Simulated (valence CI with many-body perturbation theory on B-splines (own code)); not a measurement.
The numbers below are computed, except where a source is named.
**Hyperfine factors and g values of Yb LXVI**

Method: relativistic CI+MBPT: three valence electrons over a frozen Dirac-Fock core [He], a basis of 11 s, 11 p, 9 d, 7 f, 5 g, 2 h, 1 i functions for each j, with the one-electron correlation potential Σ1, the two-electron term Σ2, the three-electron term Σ3, Breit, model QED; selected CI, second order for the rest (own B-spline code, finite nucleus).

No measured spectrum was set against this ion. As an estimate, large intervals hold to a few tenths of a per cent, small ones and those within an open d or f shell to about a per cent.

A/g_I is the dipole constant over the nuclear g factor μ/I (μ in nuclear magnetons, uniformly magnetised nucleus), B/Q the quadrupole constant per barn. Both hold the static response of the core; the bare values leave it out. Large factors of s and p1/2 electrons are usually good to 5 to 10 %; those of open d and f shells near neutrality can be off by tens of per cent, and small factors of p3/2, d and f electrons come from cancelling terms and can be off by a factor of two or in sign, in half-filled shells by more. B is blank for J = 1/2, where it vanishes, and for nearly pure S terms. Energies count from the lowest level.

Levels are named by their leading jj configuration (3d3/2^4 stands for four electrons in 3d with j = 3/2), which in mixed levels can hold well under half, so a name can repeat and another be missing. Letters in brackets count levels of one name in rising energy.

```tsv
Level	E (Ry)	g	A/g_I (MHz)	A/g_I bare	B/Q (MHz/b)	B/Q bare
(2s^2 2p1/2) J=1/2	0.00	0.621	5950000	5930000		
(2s 2p1/2^2) J=1/2	18.13	2.046	1.80e+07	1.78e+07		
(2s^2 2p3/2) J=3/2	83.51	1.301	715000	730000	1400000	1410000
(2s 2p1/2 2p3/2) J=3/2 [a]	96.23	1.624	4370000	4350000	1110000	1110000
(2s 2p1/2 2p3/2) J=5/2	99.12	1.313	5240000	5210000	1190000	1190000
(2s 2p1/2 2p3/2) J=1/2	104.07	1.264	-6740000	-6630000		
(2s 2p1/2 2p3/2) J=3/2 [b]	104.22	0.974	41900	75800	728000	729000
(2p1/2^2 2p3/2) J=3/2	123.10	1.318	664000	696000	1350000	1350000
(2s 2p3/2^2) J=5/2	181.05	1.417	4220000	4200000	207000	207000
(2s 2p3/2^2) J=1/2	188.54	1.916	1.83e+07	1.81e+07		
(2s 2p3/2^2) J=3/2	188.59	1.171	-2800000	-2730000	-157000	-158000
(2p1/2 2p3/2^2) J=3/2	203.25	1.435	-377000	-332000	80900	81000
(2p1/2 2p3/2^2) J=5/2	204.90	1.165	1740000	1750000	-4230	-4240
(2p1/2 2p3/2^2) J=1/2	208.83	0.621	5970000	5930000		
(2p3/2^3) J=3/2	289.76	1.287	693000	723000	-1430000	-1440000
(2s^2 3s) J=1/2	686.43	1.984	5380000	5340000		
(2s^2 3p1/2) J=1/2	692.47	0.661	1790000	1780000		
(2s 2p1/2 3s) J=1/2 [a]	698.54	2.352	1.03e+07	1.02e+07		
(2s 2p1/2 3s) J=3/2	700.48	1.535	9830000	9740000	-118000	-118000
(2s 2p1/2 3s) J=1/2 [b]	702.58	0.705	9370000	9300000		
(2s 2p1/2 3p1/2) J=1/2 [a]	703.64	0.264	-1060000	-1030000		
(2s 2p1/2 3p1/2) J=3/2	705.64	1.091	8670000	8590000	-117000	-118000
(2s 2p1/2 3p1/2) J=1/2 [b]	708.70	1.921	1.84e+07	1.82e+07		
(2s^2 3p3/2) J=3/2	717.16	1.322	252000	257000	423000	424000
(2p1/2^2 3s) J=1/2	720.33	1.966	4840000	4800000		
(2s^2 3d3/2) J=3/2	721.24	0.787	146000	146000	79600	80200
(2p1/2^2 3p1/2) J=1/2	725.19	0.643	1660000	1650000		
(2s^2 3d5/2) J=5/2	727.87	1.191	232000	230000	115000	116000
(2s 2p1/2 3p3/2) J=3/2 [a]	729.14	1.390	857000	855000	419000	420000
(2s 2p1/2 3p3/2) J=5/2	731.46	1.313	4800000	4760000	289000	290000
(2s 2p1/2 3p3/2) J=3/2 [b]	731.65	1.243	2740000	2720000	180000	180000
(2s 2p1/2 3p3/2) J=1/2	732.07	1.343	-7330000	-7250000		
(2s 2p1/2 3d3/2) J=3/2 [a]	732.36	0.569	-1550000	-1530000	85900	86500
(2s 2p1/2 3d3/2) J=5/2	734.54	1.007	4850000	4800000	-26700	-26300
(2s 2p1/2 3d3/2) J=3/2 [b]	735.84	1.165	4870000	4820000	98400	98700
(2s 2p1/2 3d3/2) J=1/2	736.16	0.434	-7730000	-7650000		
(2s 2p1/2 3d5/2) J=5/2 [a]	739.86	1.304	1190000	1170000	92600	93400
(2s 2p1/2 3d5/2) J=7/2	741.90	1.224	3510000	3480000	-34700	-34100
(2s 2p1/2 3d5/2) J=5/2 [b]	742.75	1.072	386000	387000	177000	178000
(2s 2p1/2 3d5/2) J=3/2	742.80	1.111	-4560000	-4520000	42100	42600
```

Q: Take the isotope of mass number 171, with I = 1/2, μ = 0.4923 μN. What is the hyperfine structure of (2s 2p1/2 2p3/2) J=3/2 [a]?

A: From the table A = 4300000 MHz. Shifts from the centre of gravity in MHz: F = 1: -5380000, F = 2: 3220000.
